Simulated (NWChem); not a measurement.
Species: C$_{5}$H$_{6}$; SMILES C#CC(=C)C

Program: NWChem. Medium grid unless said otherwise, to which SCAN and Minnesota functionals are sensitive. Structure relaxed at the B3LYP/6-31G* (spherical d) level. B3LYP is NWChem's, with the RPA form of VWN correlation. Total energies of different functionals are on different scales.

```csv
level,energy (Ha),highest occupied level (eV),orbital gap (eV),dipole (D),relative time
PBE/def2-TZVP,-193.8574,-5.95,4.21,0.56,1
B3LYP/def2-TZVP,-194.1331,-6.77,5.76,0.54,1
PW6B95/def2-TZVP,-194.3762,-7.06,6.34,0.54,1
M06-2X/def2-TZVP,-194.0330,-8.13,8.21,0.53,1
TPSSh/def2-TZVP,-194.1385,-6.35,5.15,0.54,1
CAM-B3LYP/def2-TZVP,-194.0079,-8.24,8.55,0.54,20
```

The last column is a rough cost ratio, cheapest run = 1.
